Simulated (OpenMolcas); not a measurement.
**Pt6+: moving or changing the point charges**

Pt6+ among 4 point charges of -2 e arranged as a tetrahedron (Td), 2.15 Å from the ion.
```
   1.2413    1.2413    1.2413  -2.00
   1.2413   -1.2413   -1.2413  -2.00
  -1.2413    1.2413   -1.2413  -2.00
  -1.2413   -1.2413    1.2413  -2.00
```

```json
{
  "Program": "OpenMolcas 26.06",
  "Method": "CASSCF",
  "Basis": "ANO-RCC-VDZP [7s6p4d2f]",
  "Scalar Hamiltonian": "DKH2, point nucleus",
  "Active space": "4 electrons in 5 orbitals (5d)",
  "State averaging": "2S+1 = 5 even, 5 roots; 2S+1 = 3 even, 45 roots; 2S+1 = 1 even, 50 roots",
  "Spin-orbit coupling": "state interaction with AMFI integrals over the reference wave functions"
}
```

Runs around this geometry, states (labels of Td). Energies in cm-1 above the lowest state or level, χT in cm3 K/mol; under a threefold ground state the first gap can be a small split of the lowest multiplet, not the spin-orbit step; 10Dq and B are least-squares fits to the states below 45000 cm-1, weighted by degeneracy, with a free offset, and given where the rms deviation is under 5 % of |10Dq| (or 100 cm-1) and under 700 cm-1; 10Dq is negative for this site.

```
R (Å)  q (e)  Ground state  First state of that spin   10Dq  B (rms of fit)  First gap with spin-orbit (degeneracies)  χT at 300 K  First state of another spin
 2.15     -1           5T2                  5E 922.7   -950       1003 (15)                               7493 (1, 3)        0.030                    3T1 20622
 2.04     -2           5T2                   5E 2242  -2312       1001 (24)                               7471 (1, 3)        0.031                    3T1 19898
 2.15     -2           5T2                   5E 1755  -1809       1002 (20)                               7480 (1, 3)        0.031                    3T1 20208
 2.32     -2           5T2                   5E 1225  -1261       1003 (16)                               7488 (1, 3)        0.030                    3T1 20491
```

Taking |10Dq| as R^-n, n = -ln(1261 / 2312) / ln(2.32 / 2.04) = 4.7 between the shortest and longest distance. The point-charge formula for a cubic d site gives n = 5.

Scaling the charges by -1 / -2 = 0.50 scales |10Dq| by 950 / 1809 = 0.53; with fixed orbitals a first-order splitting would follow the charge.

Without dynamic correlation the repulsion within the d shell is too large (B by tens of per cent), so at a given field states of lower spin stand too high. Point charges give a weaker field than real ligands, and real ions of this kind are as a rule low spin; the high spin found here belongs to the model. The ground term spreads over less than 5000 cm-1, several times less than with real ligands, so orbital moments are less quenched and χT lies further from the spin-only value than at real sites. Spin-orbit coupling mixes the spin-free states strongly: the lowest level takes only 38 % from its leading state, 5T2 (figures for R = 2.15, q = -1; the like holds for R = 2.04, q = -2, R = 2.15, q = -2, R = 2.32, q = -2). Point charges carry no covalency, so the field is a model and not that of real ligands. No measured value stands beside these numbers.
